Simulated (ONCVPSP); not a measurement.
## Transferability test, ONCV potential for boron (B)

```
Element                 : boron
Generator               : ONCVPSP 4.0.1
Type                    : optimised norm-conserving Vanderbilt (ONCV)
Functional              : PBEsol
Relativity              : scalar-relativistic
Frozen core             : [He]
Valence charge          : 3
Reference configuration : 2s2 2p1
Partial waves           : 2s: rc 1.24 bohr, ncon 4, nbas 8, qcut 4.2 1/bohr, 2 projectors, debl 0.9 Ha; 2p: rc 3.54 bohr, ncon 5, nbas 8, qcut 3 1/bohr, 1 projector; d scattering state at 0.09 Ha: rc 2.74 bohr, ncon 4, nbas 7, qcut 3.1 1/bohr, 3 projectors, debl 0.6 Ha
Local potential         : polynomial inside 0.88 bohr (lpopt 5, dvloc0 6 Ha)
Core correction         : polynomial model core, fcfact 0.6
```

Energies are relative to the spin-unpolarised reference configuration 2s2 2p1; without spin polarisation the order of configurations can differ from experiment.

Give the all-electron excitation energy and the error of the potential for: 2s2 2p0; 2s1 2p0; 2s2 2p0.5; 2s1 2p2.

| valence configuration | charge | ΔE all-electron (eV) | error AE − PS (meV) |
| --- | --- | --- | --- |
| 2s2 2p0 | +1 | 8.140 | +175 |
| 2s1 2p0 | +2 | 33.401 | +517 |
| 2s2 2p0.5 | +0.5 | 2.855 | +26 |
| 2s1 2p2 | 0 | 5.819 | -42 |
